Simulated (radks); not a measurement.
The boron ion B2+, configuration 1s1.75 2s1 2p0.25 (fractional occupations, a model configuration). All-electron calculation, scalar-relativistic Kohn-Sham, PBE, spin-polarised, spherical densities, finite nucleus; open shells are filled with parallel spins first; Fermi nuclear charge, rms radius 2.406 fm. Program: a radial shooting solver on a logarithmic mesh with Libxc functionals.

Normalised radial functions P(r) = r R(r), r in bohr:

r         1s up
0.01501  0.2964
0.01833  0.3560
0.02239  0.4260
0.02735  0.5075
0.0334   0.6013
0.04047  0.7031
0.04943  0.8211
0.06038  0.9495
0.07375  1.0850
0.09007  1.2220
0.11     1.3525
0.1344   1.4655
0.1641   1.5478
0.2005   1.5851
0.2448   1.5642
0.2991   1.4760
0.3653   1.3199
0.4426   1.1159
0.5406   0.8685
0.6603   0.6157
0.8064   0.3901
0.985    0.2171
1.203    0.1030
1.469    0.0400
1.795    0.0122
2.192    0.0027
2.677    0.0004
3.27     0.0000
3.994    0.0000
4.879    0.0000

1s up: eigenvalue -223.80 eV, 0 radial nodes, <r> = 0.322 bohr, 90 % of the charge inside 0.577 bohr.
